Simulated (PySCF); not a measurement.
Se⁺: excitation energy

Se⁺ [Ar] 3d10 4s2 4p3 (4S) → Se⁺ [Ar] 3d10 4s2 4p2 4d1 (high-spin determinant), as a difference of total energies. All numbers are calculated (PySCF 2.14, the non-relativistic Hamiltonian (point nucleus), in dyall-av2z). Correlated levels: valence: [Ar] 3d10 frozen; virtual orbitals above 40 to 60 times the deepest correlated orbital energy dropped. The calculations carry no spin-orbit coupling.

| method | excitation energy (eV) |
| --- | --- |
| UHF | 13.904 |
| MP2 (valence) | 13.886 |
| SCS-MP2 (valence) | 13.801 |
| CCSD (valence) | 13.826 |
| CCSD(T) (valence) | 13.586 |

Task: How much does correlation contribute at CCSD(T) (valence)?

Result: 13.586 − (13.904) = -0.318 eV, measured against UHF.

A first-order spin-orbit estimate (lowest level to lowest level, LS coupling) adds -0.174 eV.

The promoted electron is Rydberg-like, and one or two diffuse shells describe it only roughly, which tends to raise the upper state.

The coupled-cluster amplitudes are large for the upper state (T1 above 0.03 or a double amplitude above 0.15), so a single reference is strained.

The determinant of the upper state mixes LS terms, which raises its energy above the lowest term, most at the Hartree-Fock and MP2 levels.
